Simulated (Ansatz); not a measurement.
Calculated with Ansatz (gas phase, PBE0-D4/def2-TZVP geometries, no zero-point term in ΔE). CCSD(T)/CBS adds triple-zeta CCSD(T) − MP2 to the extrapolated MP2 energy (def2 sets, frozen cores). DFT in def2-TZVPP. B3LYP here is the variant with VWN-RPA as its local correlation; programs differ in this. def2 core potentials past Kr. For Ge, Se, Sn outer-core shells are correlated without core-valence functions, which leaves a few kJ/mol of doubt a bond. Scalar relativity is left out up to krypton. One conformer a species, not always the lowest.

`[CH3][Ge]([CH3])([Cl])[SeH]` + `C[O][SnH]([Cl])[Cl]` → `C[O][Sn]([Cl])([Cl])[SeH]` + `[CH3][GeH]([CH3])[Cl]`  (formal exchange of groups at the Se–Ge bond)

```
             level  ΔE (kJ/mol)  difference from CCSD(T)/CBS
            PBE-D4         -8.9                          3.6
           PBE0-D4         -7.7                          4.8
          B3LYP-D4         -9.9                          2.6
           ωB97X-V         -7.2                          5.3
           ωB97M-V         -7.2                          5.3
               PBE        -10.2                          2.3
            r2SCAN         -9.2                          3.3
              PBE0         -8.8                          3.7
SCS-MP2/def2-TZVPP         -7.0                          5.5
   CCSD/def2-TZVPP         -5.6                          6.9
CCSD(T)/def2-TZVPP         -5.7                          6.8
     HF/def2-QZVPP        -10.7                          1.8
SCS-MP2/def2-QZVPP        -11.2                          1.3
      HF/CBS(def2)        -11.0                          1.5
     MP2/CBS(def2)        -13.5                         -1.0
    CCSD/CBS(def2)        -12.4                          0.1
       CCSD(T)/CBS        -12.5                            0
```

Largest T1 diagnostic among the species: 0.013.
